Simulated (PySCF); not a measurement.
CH₇FN₂Si, SMILES [Si@H](NC)(F)N. Atoms are numbered in the order given.

```xyz
12

C      2.1848     0.0281     0.9581
N      1.0553    -0.5180     0.2329
Si    -0.4970     0.1775     0.0829
N     -1.5918    -1.0845    -0.2979
F     -0.7024     1.2273    -1.1532
H      1.8342     0.8028     1.6580
H      2.6984    -0.7424     1.5603
H      2.9399     0.5004     0.3015
H      1.2926    -1.2700    -0.4091
H     -0.6986     1.0067     1.3033
H     -2.4586    -0.8781    -0.7835
H     -1.6816    -1.9019     0.2953
```

The structure is a stationary point at r2SCAN-D4/def2-SVP. The structure was generated by enumeration; whether it is a known compound was not checked. The values are those of a single conformer.

Computed with PBE/pcSseg-1 (PySCF).

GIAO shieldings, no solvent; atoms listed in one row are averaged. δ = σ(ref) − σ: ¹³C against TMS (σ = 182.0 ppm); ¹⁵N against NH3 (σ = 267.0 ppm); ²⁹Si against TMS (σ = 335.4 ppm); ¹⁹F against CFCl3 (σ = 133.6 ppm); ¹H against TMS (σ = 31.49 ppm), references at their B3LYP-D3(BJ)/def2-TZVP geometries, non-relativistic.

Q: Estimate the chemical shifts. (Estimate from the structure and the level; the computed values follow.)

A: 
```json
[
 {"nucleus": "¹³C", "atoms": "C1", "count": "1", "δ (ppm)": "31.6"},
 {"nucleus": "¹⁵N", "atoms": "N2", "count": "1", "δ (ppm)": "56.1"},
 {"nucleus": "¹⁵N", "atoms": "N4", "count": "1", "δ (ppm)": "27.3"},
 {"nucleus": "²⁹Si", "atoms": "Si3", "count": "1", "δ (ppm)": "-29.6"},
 {"nucleus": "¹⁹F", "atoms": "F5", "count": "1", "δ (ppm)": "-169.3"},
 {"nucleus": "¹H", "atoms": "H10", "count": "1", "δ (ppm)": "5.29"},
 {"nucleus": "¹H", "atoms": "H6, H7, H8", "count": "3", "δ (ppm)": "3.00"},
 {"nucleus": "¹H", "atoms": "H9", "count": "1", "δ (ppm)": "1.25"},
 {"nucleus": "¹H", "atoms": "H11", "count": "1", "δ (ppm)": "0.70"},
 {"nucleus": "¹H", "atoms": "H12", "count": "1", "δ (ppm)": "0.53"}
]
```
